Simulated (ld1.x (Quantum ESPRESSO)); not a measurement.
## Pt, TM: configuration errors across variants

```json
{
 "Element": "Pt",
 "Generator": "ld1.x (Quantum ESPRESSO) 7.5",
 "Type": "norm-conserving Troullier–Martins (Kleinman–Bylander form)",
 "Functional": "PBEsol",
 "Relativity": "scalar-relativistic",
 "Frozen core": "[Kr] 4d10 4f14 5s2",
 "Valence charge": "16",
 "Reference configuration": "5p6 5d8 6s0 6p0 (charge +2)",
 "Partial waves": "5p (bound): rc 1.25 bohr; 5d (bound): rc 1.35 bohr; 6s (bound, empty): rc 1.90 bohr",
 "Local potential": "the s channel",
 "Core correction": "Bessel-smoothed model core inside 1.00 bohr"
}
```

All-electron excitation energies from the reference (eV): (1) 5p6 5d9 6s1 6p0 -29.222; (2) 5p6 5d9 6s0 6p0 -19.996; (3) 5p6 5d7 6s0 6p0 32.248; (4) 5p6 5d9 6s0.5 6p0 -25.509; (5) 5p6 5d8 6s1 6p1 -22.594; (6) 5p5 5d9 6s1 6p0 32.961; (7) 5p6 5d6 6s0 6p0 77.932.

The overlap operator is not positive definite (basis up to 400 Ry) in “type ultrasoft; waves now 6s (bound): rcut 1.65, rcutus 1.90 bohr; 6s channel at -0.85 Ry: rcut 1.65, rcutus 1.90 bohr; 5p (bound): rc 1.25 bohr; 6p (bound): rc 1.25 bohr; 5d (bound): rcut 1.15, rcutus 1.35 bohr; 5d channel at -1.1 Ry: rcut 1.15, rcutus 1.35 bohr; local potential all-electron potential smoothed inside 1.00 bohr (lloc = -2); augmentation built from norm-conserving waves at rcut, not smoothed further”. Such files are unfit for use, however small their errors in these radial tests.

Tests that are not counted but printed errors over 1 eV. “type ultrasoft; waves now 6s (bound): rcut 1.65, rcutus 1.90 bohr; 6s channel at -0.85 Ry: rcut 1.65, rcutus 1.90 bohr; 5p (bound): rc 1.25 bohr; 6p (bound): rc 1.25 bohr; 5d (bound): rcut 1.15, rcutus 1.35 bohr; 5d channel at -1.1 Ry: rcut 1.15, rcutus 1.35 bohr; local potential all-electron potential smoothed inside 1.00 bohr (lloc = -2); augmentation built from norm-conserving waves at rcut, not smoothed further”: 5p6 5d9 6s1 6p0 (solver errors, printed error -1974 eV); 5p6 5d8 6s1 6p1 (solver errors, printed error -1672 eV); 1 more.

4 further variants failed, have other tests or another functional or relativity, and are left out.

A true bound ghost makes a file unfit for plane-wave use even where its test errors are small: the radial tests pick states by their node count and pass the ghost by.

Errors AE − PS in meV (a dash: test not solved or not reliable):

| change | (1) | (2) | (3) | (4) | (5) | (6) | (7) | bound ghosts |
| --- | --- | --- | --- | --- | --- | --- | --- | --- |
| base | -16 | -36 | -65 | -25 | -538 | -200 | -282 | none |
| wave 5p (bound): rc 1.25 bohr becomes 5p (bound): rc 1.26 bohr | -16 | -36 | -65 | -25 | -538 | -203 | -281 | none |
| type ultrasoft; waves now 6s (bound): rcut 1.65, rcutus 1.90 bohr; 6s channel at -0.85 Ry: rcut 1.65, rcutus 1.90 bohr; 5p (bound): rc 1.25 bohr; 6p (bound): rc 1.25 bohr; 5d (bound): rcut 1.15, rcutus 1.35 bohr; 5d channel at -1.1 Ry: rcut 1.15, rcutus 1.35 bohr; local potential all-electron potential smoothed inside 1.00 bohr (lloc = -2); augmentation built from norm-conserving waves at rcut, not smoothed further | – | -8.6 | -35 | – | – | – | -182 | not determined (overlap not positive) |
| wave 5d (bound): rc 1.35 bohr becomes 5d (bound): rc 1.44 bohr | -16 | -35 | -65 | -24 | -538 | -199 | -282 | none |
| local potential all-electron potential smoothed inside 1.15 bohr (lloc = -2) | +15 | +1.0 | -11 | +9.7 | +32 | -162 | -46 | s |
| core correction Bessel-smoothed model core inside 1.10 bohr | -16 | -36 | -65 | -25 | -538 | -199 | -282 | none |

(1) Give the same row for: wave 6s (bound): rc 1.90 bohr becomes 6s (bound): rc 1.42 bohr.

Answers

(1) +144, -17, -40, +65, -277, -137, -183; bound ghosts: s (extra level of the local part).
